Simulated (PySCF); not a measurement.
CH4ClGeNO.
Geometry (PBE0-D3(BJ)/def2-SVP, Å), atoms numbered from 1 in this order:
```xyz
9
CH4ClGeNO angstrom
O     -0.0242    1.6804    0.3891
C      0.3681    0.7213   -0.2311
N     -0.4516   -0.2694   -0.6844
Ge    -2.2775   -0.1552   -0.4036
Cl    -3.0917    1.3050   -1.7636
H      1.4450    0.5650   -0.4822
H     -0.0394   -1.0056   -1.2474
H     -2.5786    0.2659    1.0297
H     -2.8282   -1.5258   -0.8125
```

Computed with PBE0-D3(BJ)/def2-SVP geometry optimisation, gas phase in PySCF.

Take the most abundant isotopes and a rigid rotor. The values belong to one conformer with, in the numbering `[O:1]=[CH:2][NH:3][GeH2:4][Cl:5]`, O1–C2–N3–Ge4 2°, C2–N3–Ge4–Cl5 75°.

(1) Give the principal moments of inertia and the rotational constants in MHz.

(2) Classify the top.

(3) What does the inertial defect say?

(4) Give the other two planar moments, Paa and Pbb, and the rms extents of the mass along the axes.

(5) Where do the levels up to J = 2 lie, in MHz?

(6) Which types of transition are allowed, and where do some lines up to J = 4 fall?

Results:

(1) Ia = 127.26, Ib = 284.39, Ic = 356.77 u·Å²; 505379 MHz·u·Å²/I gives A = 3971, B = 1777, C = 1417 MHz.

(2) An asymmetric top: κ = (2 × 1777 − 3971 − 1417)/(3971 − 1417) = -0.72.

(3) Not planar: Δ = Ic − Ia − Ib = -54.88 u·Å². For a rigid frame Δ = −2 Σ m c², so Σ m c² = 27.44 u·Å² lies off the ab plane: 6.91 from hydrogen and 20.53 from heavier atoms. The atom farthest from that plane is 1.68 Å away.

(4) Paa = Σ m a² = (Ib + Ic − Ia)/2 = 256.95 and Pbb = Σ m b² = (Ia + Ic − Ib)/2 = 99.82 u·Å². With the mass M = 154.92 u, the rms extents √(P/M) along a, b and c are 1.29, 0.80, 0.42 Å.

(5) Above 0(0,0):
J = 1: 1(0,1) 3194, 1(1,1) 5388, 1(1,0) 5748
J = 2: 2(0,2) 9540, 2(1,2) 11414, 2(1,1) 12496, 2(2,1) 19078, 2(2,0) 19119
Those of J = 1 are B + C, A + C and A + B.

(6) The dipole components are |μa| = 0.55 D, |μb| = 3.40 D, |μc| = 2.22 D. Intensities carry the squares of the components, which stand as 0.03 : 1.00 : 0.43 (a : b : c). Some lines, for components of 0.1 D or more:

```
type  branch         J(Ka,Kc)    MHz  lower level (cm⁻¹)
   a       Q  2(1,1) ← 2(1,2)   1082               0.381
   b       R  4(2,2) ← 3(3,1)   1428               1.353
   a       Q  3(1,2) ← 3(1,3)   2160               0.681
   c       Q  4(2,3) ← 4(1,3)   5407               1.201
   c       Q  3(2,2) ← 3(1,2)   6069               0.754
   c       Q  2(2,1) ← 2(1,1)   6582               0.417
   b       R  3(0,3) ← 2(1,2)   7546               0.381
   b       Q  2(2,1) ← 2(1,2)   7664               0.381
   c       R  2(1,1) ← 1(0,1)   9302               0.107
   c       Q  3(3,1) ← 3(2,1)  11695               0.963
   a       R  4(2,3) ← 3(2,2)  12742               0.956
   a       R  4(1,3) ← 3(1,2)  13404               0.754
   b       R  2(2,0) ← 1(1,1)  13731               0.180
   b       R  3(2,2) ← 2(1,1)  16163               0.417
   c       Q  4(4,1) ← 4(3,1)  16534               1.782
   b       Q  4(4,0) ← 4(3,1)  16535               1.782
   c       R  4(1,3) ← 3(0,3)  17034               0.632
   b       R  3(2,1) ← 2(1,2)  17446               0.381
   c       R  3(3,0) ← 2(2,0)  21439               0.638
   b       R  3(3,0) ← 2(2,1)  21480               0.636
   b       R  4(2,2) ← 3(1,3)  21553               0.681
   b       R  4(3,1) ← 3(2,2)  24765               0.956
```

Whether it is a minimum is left open (no frequencies). No vibrational averaging or centrifugal distortion is included, and the geometry carries the error of its method. Quadrupole hyperfine structure (14N, 35Cl) is left out.

Hardware: Arm Neoverse V1, one thread, no GPU, shared host with 32 logical CPUs at a one-minute load of 22. Cost: 60 s of wall time, 0.45 GiB resident at most. These figures are those of the optimisation.
